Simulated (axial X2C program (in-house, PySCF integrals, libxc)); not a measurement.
# CuC⁺: from the spin-free to the two-component result

Computed with an axial X2C code built on PySCF integrals. Spin-free means the one-electron spin-free X2C Hamiltonian; two-component (2c) means X2C with spin–orbit coupling and atomic mean-field two-electron Coulomb and Gaunt terms, so the difference of the two also holds small scalar two-electron terms. Basis: Cu dyall-cv3z [9s9p6d3f2g], C dyall-v3z [7s6p2d1f] (cores contracted in-house); Gaussian nuclei, density fitting, unrestricted open shells. Masses: Cu 62.930 u, C 12.000 u.

Spin-free state: M_S = 1, Λ = 1 (beyond evenly filled blocks: σα, π+α); fragments Cu+ + C.

| level | Re (Å) | ωe (cm⁻¹) | De (eV) | μ (D) |
| --- | --- | --- | --- | --- |
| PBE0 | 1.808 | 573.4 | 1.789 | -0.58 |
| MP2 | 1.784 | 533.1 | 1.461 | n/a |
| CCSD | 1.890 | 426.2 | 1.229 | n/a |
| CCSD(T) | 1.826 | 501.3 | n/a | n/a |
| PBE50 | 1.876 | 464.8 | 1.300 | -0.30 |

Correlated methods: 14 electrons correlated (number of frozen shells: Cu 3 s, 2 p; C 1 s), 226 virtual spin orbitals or spinors in MP2, 90 natural virtuals in coupled cluster.

Dipoles are positive if C is the positive end and refer to the centre of mass.

Two-component determinant lowest at the distance of the search:

Ω = 2 (⟨Sz⟩ = 1.00, ⟨Lz⟩ = 1.00 at HF); fragments Cu+ + C.

```csv
level,Re (Å),ωe (cm⁻¹),De (eV),μ (D)
PBE0,1.810,570.1,1.773,-0.57
MP2,1.788,527.8,1.445,n/a
CCSD,1.894,423.0,1.217,n/a
CCSD(T),1.829,496.6,n/a,n/a
PBE50,1.879,461.7,1.289,-0.29
```

(1) From the two tables, how do the constants change at the CCSD(T) level (2c against spin-free)?

Occupations by symmetry block were frozen at the best pattern of an incomplete PBE0 search. De is counted from the lowest determinant-based energies of the atoms at the same level, without counterpoise correction. De is not given where an atomic determinant may have missed its ground term or J level, or where the truncated virtual space spoils (T). Density functionals use the spin component along the axis (collinear). Coupled cluster ran in a truncated set of natural virtual spinors; the MP2 energy of the rest was added. (T) has no such correction and the atoms are truncated less, which lowers De at CCSD(T) by a hundredth of an eV or more. The 2c atoms are single determinants rather than J levels; their spin–orbit lowering is only partly caught, and De is too large by that part. This holds for PBE0, MP2, CCSD, PBE50. PBE0 can misorder states that lie within some tenths of an eV, so this need not be the ground state of the molecule. The nearest other spin-free determinant of the search, M_S = 0, Λ = 0, lies 0.35 eV up at the distance of the search. The functionals have no current-density term, which raises determinants with orbital currents, atoms included. With several unpaired electrons one determinant need not be a pure state. Open-shell Ω = 0 determinants with evenly filled partner blocks cannot be reached by this program, so the Ω shown need not be the lowest component.

Answers

(1) At the CCSD(T) level Re increases by 0.003 Å and ωe goes down by 4.7 cm⁻¹.
